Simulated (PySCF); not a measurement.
Ge(NMe2)Cl3, C2H6Cl3GeN.
Geometry (PBE0-D3(BJ)/def2-SVP, Å), atoms numbered from 1 in this order:
```xyz
13
C2H6Cl3GeN angstrom
Ge     0.053   -0.041   -1.599
N      0.148    0.259    0.173
C      1.063   -0.540    0.959
C     -1.065    0.649    0.855
H      1.373    0.027    1.854
H      1.970   -0.765    0.380
H      0.620   -1.497    1.298
H     -1.680    1.291    0.208
H     -1.680   -0.215    1.174
H     -0.811    1.235    1.756
Cl     2.023   -0.214   -2.403
Cl    -0.951    1.591   -2.537
Cl    -1.031   -1.833   -2.096
```

The calculation used TDDFT B3LYP/def2-SVPD, vertical, gas phase, core orbitals frozen in the response (PySCF 2.14.0, density-fitted response routines). Relativistic effects, spin–orbit coupling among them, are left out although an element past zinc is present.

Transition dipole moments from the ground state, in atomic units and in the frame of the coordinates above (overall signs are arbitrary), for the states with f of 0.002 or more among the lowest 9:

| state | E (eV) | μx | μy | μz |
| --- | --- | --- | --- | --- |
| S1 | 4.235 | -0.127 | -0.250 | -0.299 |
| S4 | 6.205 | -0.116 | -0.199 | 0.198 |
| S5 | 6.267 | -0.186 | -0.372 | 0.092 |
| S6 | 6.299 | 0.357 | -0.176 | -0.002 |
| S7 | 6.527 | -0.076 | -0.102 | -0.166 |
| S8 | 6.676 | 0.315 | -0.213 | 0.028 |
| S9 | 6.739 | 0.257 | 0.404 | 0.177 |

Question: Work out the oscillator strengths.

Answer: f = (2/3) ΔE |μ|² with ΔE in hartree (27.2114 eV).

```csv
state,|μ|² (au),|μ| (D),f
S1,0.168,1.04,0.017
S4,0.092,0.77,0.014
S5,0.181,1.08,0.028
S6,0.158,1.01,0.024
S7,0.043,0.53,0.007
S8,0.145,0.97,0.024
S9,0.261,1.30,0.043
```

Question: Which bond between heavy atoms lies closest to the direction of the S9 transition dipole?

Answer: Ge1–Cl13, at 7° from it; next Ge1–N2 at 60°.

Question: What angle do the transition dipoles of S5 and S9 make?

Answer: |cos θ| = |μa·μb| / (|μa| |μb|) = 0.84, so θ ≈ 33° (taken between 0 and 90°, since the signs are arbitrary).

Question: How is the summed strength of these states shared among x, y and z?

Answer: (2/3) Σ ΔE μα² gives 0.057 for x, 0.075 for y and 0.026 for z, 0.158 in all.

The run took 2.2 min wall (with the writing of density and orbital grids) on one thread, AMD EPYC (x86_64), no GPU (shared host), and the process peaked at 1.1 GiB of memory.
